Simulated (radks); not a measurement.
Spin polarisation of the 4f10 shell in neutral dysprosium. Start: [Xe] 4f(up 5, down 5) 6s2; electrons of 4f are moved from spin down to spin up, other shells keep equal spins. Calculated with a radial shooting solver on a logarithmic mesh with Libxc functionals: non-relativistic Kohn-Sham, BLYP, spin-polarised, spherical densities, point nucleus.

| moment (Bohr magnetons) | E - E(0) (eV) | e(4f up) (eV) | e(4f down) (eV) | 6s down minus up (eV) | 5p down minus up (eV) | 5s down minus up (eV) |
|---|---|---|---|---|---|---|
| 0 | 0.000 | -6.726 | -6.726 | 0.000 | 0.000 | 0.000 |
| 1 | -0.190 | -7.093 | -6.333 | 0.022 | 0.264 | 0.345 |
| 2 | -0.759 | -7.431 | -5.913 | 0.043 | 0.527 | 0.690 |
| 3 | -1.707 | -7.740 | -5.467 | 0.065 | 0.791 | 1.035 |
| 4 | -3.031 | -8.019 | -4.995 | 0.087 | 1.056 | 1.380 |

At moment 4 the spin-polarisation energy is -3.031 eV and the 4f exchange splitting 3.023 eV, that is 0.756 eV per Bohr magneton; E = -I m^2/4 would give I = 0.758 eV.
